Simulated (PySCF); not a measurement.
C₅H₃Cl, SMILES C(Cl)=C=CC#C. The structure is a stationary point at PBE0-D3(BJ)/def2-SVP. This is a generated structure with no PubChem entry under its InChIKey; it may be hypothetical.

### Question
Give the equilibrium geometry at PBE0-D3(BJ)/def2-SVP (PySCF confirms it by a frequency run) as Cartesian coordinates in Å. (Estimate from the structure and the level; the computed values follow.)

### Answer

```xyz
9

C      3.2864    -0.7415     0.7135
C      2.2887    -0.7101     0.0243
C      1.1412    -0.6799    -0.8173
C     -0.0928    -0.5023    -0.3880
C     -1.3194    -0.3404     0.0246
Cl    -2.0786     1.2121     0.1711
H      4.1648    -0.7667     1.3318
H      1.3090    -0.8164    -1.8956
H     -1.9617    -1.1786     0.3118
```
Charge 0, spin multiplicity 1.
